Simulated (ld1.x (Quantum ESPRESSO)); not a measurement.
# Cr, TM semilocal: configuration errors across variants

| Item | Value |
| --- | --- |
| Element | chromium |
| Generator | ld1.x (Quantum ESPRESSO) 7.5 |
| Type | norm-conserving Troullier–Martins (semilocal form) |
| Functional | PBEsol |
| Relativity | scalar-relativistic |
| Frozen core | [Ar] |
| Valence charge | 6 |
| Reference configuration | 3d5 4s0 4p1 |
| Partial waves | 4s (bound, empty): rc 2.95 bohr; 4p (bound): rc 3.05 bohr; 3d (bound): rc 1.90 bohr |
| Local potential | the d channel |
| Core correction | none |

All-electron excitation energies from the reference (eV): (1) 3d5 4s1 4p0 -3.143; (2) 3d5 4s0 4p0 3.730; (3) 3d4 4s0 4p0 19.744; (4) 3d2 4s0 4p0 98.767; (5) 3d5 4s0.5 4p0 -0.436; (6) 3d5.5 4s0.5 4p0 -2.420; (7) 3d4 4s1 4p1 0.393.

In the semilocal form every listed channel keeps its own potential, so the choice of the local channel does not act on these tests. It acts once the file is put into the separable form.

A semilocal file is local in each channel, so a ghost entry of none says nothing of the separable form that plane-wave codes build from it.

Tests that are not counted but printed errors over 1 eV. “core correction a·sin(br)/r model core inside 1.16 bohr”: 3d5.5 4s0.5 4p0 (solver errors, printed error -175 eV). “wave 3d (bound): rc 1.90 bohr becomes 3d (bound): rc 2.80 bohr”: 3d5.5 4s0.5 4p0 (pseudo-atom not self-consistent, printed error -161 eV).

2 further variants failed, have other tests or another functional or relativity, and are left out.

Errors AE − PS in meV (a dash: test not solved or not reliable):

| change | (1) | (2) | (3) | (4) | (5) | (6) | (7) | bound ghosts |
| --- | --- | --- | --- | --- | --- | --- | --- | --- |
| base | +4.1 | -0.1 | -18 | -547 | -0.1 | -8.0 | -83 | none |
| wave 4p (bound): rc 3.05 bohr becomes 4p (bound): rc 2.26 bohr | +3.8 | +1.3 | -28 | -595 | +0.6 | -5.5 | -76 | none |
| core correction a·sin(br)/r model core inside 1.16 bohr | -1.9 | -6.9 | -120 | -2261 | -1.5 | – | -134 | none |
| wave 4s (bound): rc 2.95 bohr becomes 4s (bound): rc 3.50 bohr | +0.5 | -0.1 | -18 | -547 | -2.7 | -14 | -31 | none |
| local potential the s channel | +4.1 | -0.1 | -18 | -546 | -0.1 | -7.9 | -83 | none |
| wave 3d (bound): rc 1.90 bohr becomes 3d (bound): rc 2.80 bohr | +6.5 | +5.1 | -60 | +2573 | -1.0 | – | +72 | none |
| all radii scaled by about 1.10 (s 3.24, p 3.34, d 2.08 bohr) | +3.8 | +0.8 | -31 | -198 | -1.2 | -13 | -43 | none |

**Question.** Give the same row for: form changed from semilocal to separable (Kleinman–Bylander), still TM; local potential all-electron potential smoothed inside 2.10 bohr (lloc = -1).

**Answer.** +4.2, -0.2, -0.4, -454, 0.0, -4.9, -50; bound ghosts: none.
